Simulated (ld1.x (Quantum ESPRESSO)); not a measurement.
Before and after: TM potential for Os (Z = 76)

osmium (Os), norm-conserving Troullier–Martins (Kleinman–Bylander form), made with ld1.x (Quantum ESPRESSO) 7.5 (PBE, scalar-relativistic). Core [Kr] 4d10 4f14, reference 5s2 5p6 5d5 6s0 6p0 (charge +3). Waves: 5p (bound): rc 1.80 bohr; 5d (bound): rc 2.05 bohr; 5s (bound): rc 1.40 bohr. Local part: the s channel. Core correction: a·sin(br)/r model core inside 0.75 bohr.

All-electron outer shells of the reference configuration (PBE, scalar-relativistic, ld1.x):

| shell | level (eV) | outermost node (bohr) | outermost maximum (bohr) |
| --- | --- | --- | --- |
| 5s | -122.23 | 0.51 | 0.91 |
| 4f | -82.85 | – | 0.40 |
| 5p | -81.28 | 0.55 | 1.03 |
| 5d | -34.98 | 0.60 | 1.33 |
| 6s | -30.44 | 1.19 | 2.24 |
| 6p | -22.07 | 1.39 | 2.70 |

Change: wave 5d (bound): rc 2.05 bohr becomes 5d (bound): rc 2.44 bohr.

Cutoffs: the cutoffs (Ry, on a coarse ladder) from which the occupation-weighted sum of valence levels, in a spherical-Bessel basis at the reference potential, stays within 10 and 1 mRy of its value at 400 Ry; they do not see the model core or the augmentation charge, which bear on the density cutoff. Errors are all-electron minus pseudo energies relative to the spin-unpolarised reference configuration.

Question: Predict the effect on cutoff, ghosts and configuration errors.

Answer: The potential gets neither clearly harder nor softer (80 Ry and 140 Ry → 80 Ry and 140 Ry); of the 7 tests that both files solve, the error grows in 1 and shrinks in 1 by more than 15 % and 0.3 meV (median size 1446.4 → 1439.3 meV); neither file shows a bound ghost.

| quantity | base | changed |
| --- | --- | --- |
| cutoff, loose | 80 Ry | 80 Ry |
| cutoff, tight | 140 Ry | 140 Ry |
| bound ghosts | none | none |
| error for 5s2 5p6 5d6 6s2 6p0, meV [ΔE -55.34 eV] | +1749 | +1739 |
| error for 5s2 5p6 5d6 6s1 6p0, meV [ΔE -45.76 eV] | +1062 | +1059 |
| error for 5s2 5p6 5d6 6s0 6p0, meV [ΔE -28.85 eV] | +2.2 | +5.6 |
| error for 5s2 5p6 5d6 6s1.5 6p0, meV [ΔE -51.42 eV] | +1446 | +1439 |
| error for 5s2 5p6 5d4 6s0 6p0, meV [ΔE 41.48 eV] | -15 | -5.5 |
| error for 5s2 5p6 5d5 6s2 6p1, meV [ΔE -49.23 eV] | +2218 | +2209 |
| error for 5s1 5p6 5d6 6s2 6p0, meV [ΔE 42.89 eV] | +2604 | +2576 |
